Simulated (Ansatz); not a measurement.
The lowest singlet and triplet of H2P (SMILES [PH2+]); geometries from B3LYP-D3(BJ)/def2-TZVP, each state relaxed from the structure named, with no frequency check.
Singlet (charge 1, multiplicity 1):
| atom | x (Å) | y (Å) | z (Å) |
|---|---|---|---|
| P | -0.0004 | 0.1168 | 0.0000 |
| H | -1.0230 | -0.8794 | 0.0000 |
| H | 1.0292 | -0.8722 | 0.0000 |

A positive gap puts the triplet lower; no zero-point energy. R- takes a restricted singlet. U- takes an unrestricted singlet (broken symmetry where lower, unprojected). The triplet is unrestricted in single-reference levels. Active spaces average the two states.

Cores are frozen in the correlated methods.

Programs: Ansatz (Gaussian basis) for Hartree–Fock, density functionals and correlated methods. 

Problem. What gap E(singlet) − E(triplet), vertical, at the singlet's geometry does R-r2SCAN/def2-TZVPP give?

Solution. -79 kJ/mol

Problem. What gap E(singlet) − E(triplet), vertical, at the singlet's geometry does U-SCS-MP2/cc-pV(T+d)Z (spin-contaminated) give?

Solution. -106 kJ/mol

Problem. What is the computed gap E(singlet) − E(triplet), vertical, at the singlet's geometry (FIC-MRCISD+Q on SA-CASSCF(6,6)/cc-pV(Q+d)Z)?

Solution. -127 kJ/mol

Doubts at one or more of the structures used: a restricted determinant that unrestricted orbitals would lower (R-r2SCAN/def2-TZVPP).

Ansatz is an electronic-structure program.
